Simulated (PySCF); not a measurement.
Computed IR spectrum (relative IR intensity) of a molecule C4H7Cl. The structure is a stationary point at PBE-D3(BJ)/def2-SVP. One conformer was computed; it need not be the lowest. These are PBE-D3(BJ)/def2-SVP (PySCF) values and carry that method's errors. Frequencies are harmonic and unscaled.

```csv
ν (cm⁻¹),relative intensity
343,14
659,51
781,29
833,8.1
879,38
916,25
991,23
1020,69
1045,6.7
1053,11
1081,3.4
1149,3.4
1195,2.5
1228,92
1332,9.4
1362,2.8
1410,61
1434,30
2965,100
3051,55
3054,46
3059,22
3086,19
3104,21
3160,6.3
```

Q: Which structure fits?
A) CC/C=C\Cl
B) C[C@@H]1C[C@H]1Cl
C) C=C(Cl)CC
D) ClC1CCC1

A: B, C[C@@H]1C[C@H]1Cl
